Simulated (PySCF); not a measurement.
pentalene (C₈H₆), SMILES C1=CC2=CC=CC2=C1. Atoms are numbered in the order given.

```xyz
14

C     -0.0651    -2.1715     0.0000
C      1.0957    -1.4760     0.0000
C      0.7338    -0.0383     0.0000
C      1.2284     1.2184     0.0000
C      0.0651     2.1715     0.0000
C     -1.0957     1.4760     0.0000
C     -0.7338     0.0383     0.0000
C     -1.2284    -1.2184     0.0000
H     -0.1665    -3.2586     0.0000
H      2.1046    -1.8896     0.0000
H      2.2763     1.5276     0.0000
H      0.1665     3.2586     0.0000
H     -2.1046     1.8896     0.0000
H     -2.2763    -1.5276     0.0000
```

Geometry: ωB97X-D3(BJ)/def2-SVP.

These are r2SCAN/def2-TZVP in PySCF values and carry that method's errors.

Symmetry labels are those of the subgroup C2h that the program uses (full group C2h).

Computed valence orbital energies around the gap with their symmetry:
| orbital | symmetry | energy (eV) |
|---|---|---|
| HOMO−7 | Bu | -10.05 |
| HOMO−6 | Au | -10.01 |
| HOMO−5 | Ag | -9.56 |
| HOMO−4 | Bu | -8.79 |
| HOMO−3 | Ag | -8.32 |
| HOMO−2 | Bg | -7.81 |
| HOMO−1 | Bg | -6.37 |
| HOMO | Au | -4.88 |
| LUMO | Au | -3.46 |
| LUMO+1 | Bg | 0.26 |
| LUMO+2 | Au | 1.54 |
| LUMO+3 | Bu | 2.18 |
